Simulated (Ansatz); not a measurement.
Ideal-gas functions of Cl2FIn (`[F][In]([Cl])[Cl]`) at 600 K and 1 bar, from an Ansatz frequency run at PBE0-D4/def2-TZVP.

Molar mass 204.72 g/mol, point group C2v (symmetry number 2), electronic degeneracy 1, moments of inertia 142.737, 290.815, 433.553 u Å². Harmonic wavenumbers (cm⁻¹, unscaled): 86, 115, 121, 365, 408, 615.

Use S(trans) = R[1.5 ln M + 2.5 ln T − 1.1517]; rotational temperatures θ = 24.2544 K / I; S(rot) = R[ln(√π/σ · √(T³/θAθBθC)) + 1.5]; for each mode x = 1.438777 ν̃/T, S = R[x/(eˣ − 1) − ln(1 − e⁻ˣ)] and H = RT x/(eˣ − 1); 1 cm⁻¹ = 0.0119627 kJ/mol; R = 8.31446 J/(mol·K).

Question: By hand: the entropy, in J/(mol·K).

Answer: Translation 189.8. Rotation: θ = 0.1699, 0.0834, 0.0559 K, giving 120.9. Vibration, mode by mode: 21.46, 19.05, 18.63, 9.68, 8.82, 5.80, in all 83.4. Electronic 0.0. Sum 394.1 J/(mol·K).

Question: By hand: H − E and G − E in kJ/mol, counted from the electronic energy.

Answer: Zero-point energy ½ × 1710 × 0.0119627 = 10.2; thermal vibration 21.4; translation, rotation and pV give 4 RT = 20.0. H − E = 51.6 kJ/mol, and G − E = 51.6 − 600 × 394.1/1000 = -184.9 kJ/mol.

Vibration gives 21 % of the entropy, 59.1 J/(mol·K) of it from the modes under 150 cm⁻¹: soft modes count most, and the harmonic formula is weakest for them.
